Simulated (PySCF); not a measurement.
wavenumber (cm⁻¹), absorption (km/mol per cm⁻¹) and a bar:
```
        0      0.000 
        8      0.000 
       16      0.000 
       24      0.000 
       32      0.000 
       40      0.001 
       48      0.001 
       57      0.001 
       65      0.001 
       73      0.001 
       81      0.002 
       89      0.001 
       97      0.001 
      105      0.001 
      113      0.001 
      121      0.001 
      129      0.002 
      137      0.002 
      145      0.002 
      154      0.003 
      162      0.003 
      170      0.004 
      178      0.005 
      186      0.006 
      194      0.008 
      202      0.011 #
      210      0.017 #
      218      0.029 ##
      226      0.057 ###
      234      0.151 #########
      242      0.522 ##############################
      251      0.292 #################
      259      0.090 #####
      267      0.040 ##
      275      0.022 #
      283      0.014 #
      291      0.010 #
      299      0.007 
      307      0.005 
      315      0.004 
      323      0.004 
      331      0.003 
      339      0.003 
      348      0.003 
      356      0.003 
      364      0.003 
      372      0.004 
      380      0.009 
      388      0.027 ##
      396      0.016 #
      404      0.005 
      412      0.003 
      420      0.002 
      428      0.001 
      436      0.001 
      445      0.001 
      453      0.001 
      461      0.001 
      469      0.001 
      477      0.001
```

This is the computed harmonic infrared spectrum of triplet AuSBr, Lorentzian lines of 12 cm⁻¹ full width. All numbers come from UB3LYP in PySCF with Au def2-SVP with ECP60, S def2-SVP, Br def2-SVP; scalar-relativistic core potentials, no spin–orbit coupling; density-fitted integrals.

Q: Which bands make it up, and how are they assigned?

A: In C∞v symmetry, counting bands above 1 % of the strongest: 245 cm⁻¹ (σ+, stretch, 11 km/mol); 390 cm⁻¹ (σ+, stretch, 0.6 km/mol).

This need not be the most stable arrangement of these atoms. Other spin states or occupations of the open shell can lie lower. No spin–orbit coupling is included, which matters more the heavier the element.
